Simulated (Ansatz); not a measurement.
Born–Oppenheimer molecular dynamics of C$_{2}$H$_{5}$BBrFO (11 atoms, charge 0, multiplicity 1). It starts at the highest image of a converged band. Of that band: Neighbouring images differ by up to 1.7 eV, so the band resolves the path poorly. A vibrational analysis at the climbing image gives one clearly imaginary mode, 163i cm⁻¹: a first-order saddle point.

Computed with RKS LDA/def2-SVP in Ansatz.

```
ensemble                      : NVE (velocity Verlet)
time step                     : 0.5 fs
steps asked                   : 200
starting velocities drawn for : 300 K
seed                          : 4130
```

First frame:

```xyz
11
Properties=species:S:1:pos:R:3
C -1.727 0.130 0.616
B -0.199 0.004 0.314
Br 1.093 -0.320 1.855
C 0.558 0.107 -0.908
O 2.025 0.032 -0.822
F 0.248 0.364 -2.167
H -1.953 0.001 1.695
H -2.120 1.126 0.316
H -2.319 -0.632 0.064
H 2.100 -0.045 0.250
H 2.359 -0.825 -1.191
```

(1) How far do the bonds stretch over the last three quarters of this one trajectory? (Pairs bonded in most of those frames.)

Results:

(1) 
```tsv
bond	mean (Å)	spread (Å)	shortest	longest
C1–B2	1.562	0.024	1.51	1.60
C1–H7	1.114	0.019	1.08	1.15
C1–H8	1.115	0.023	1.08	1.15
C1–H9	1.116	0.013	1.09	1.14
B2–Br3	2.037	0.026	2.00	2.08
B2–C4	1.443	0.008	1.42	1.46
C4–O5	1.486	0.023	1.44	1.52
C4–F6	1.321	0.021	1.29	1.35
O5–H10	1.073	0.021	1.01	1.11
O5–H11	0.991	0.014	0.97	1.01
```

Mean temperature of the second half: 204 K. The conserved energy stayed within 0.11 meV per atom of its start (net change 0.063 meV per atom), so the integration is sound. A run of 0.1 ps of so small a system gives no equilibrium averages. The orbitals stay closed-shell, which can raise the energy where a bond breaks towards radicals; this wasn't checked here.

The run took 5 min on 2 threads of Arm Neoverse V2 (shared host), peak memory 0.17 GiB.
